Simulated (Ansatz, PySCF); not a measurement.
This PySCF input computes a BLYP/def2-TZVPD energy:

```python
from pyscf import gto, scf, dft

mol = gto.M(
    atom='''
    Cs   -0.00000000   -0.00000000   -0.33804873
    F     0.00000000    0.00000000    2.06585338
    ''',
    basis='def2-tzvpd',
    ecp='def2-tzvp',
    charge=0,
    spin=0,
    verbose=4,
)

mf = dft.RKS(mol, xc='blyp').density_fit(auxbasis='def2-universal-jkfit')
mf.grids.level = 3
mf.conv_tol = 1e-9
mf.max_cycle = 100
mf.max_memory = 1500
mf.kernel()
if not mf.converged:
    mf = mf.newton()
    mf.kernel(mf.make_rdm1())
mf.analyze()
```

### Question
Write an input for the same energy in Ansatz (a quantum-chemistry and plane-wave program) and say what it gives.

### Answer

Ansatz 0.2 input:
```yaml
crystal:
  periodic: [false, false, false]
  atoms:
    - {symbol: Cs, position_ang: [-0.00000000, -0.00000000, -0.33804873]}
    - {symbol: F, position_ang: [0.00000000, 0.00000000, 2.06585338]}
basis:
  gaussian:
    orbitals: def2-TZVPD
hamiltonian:
  xc: {name: BLYP}
output: {forces: true}
```
It gives -120.06443 Eh, and PySCF -120.06439 Eh, a difference of 0.04 mEh, from the treatment of integrals and grids.
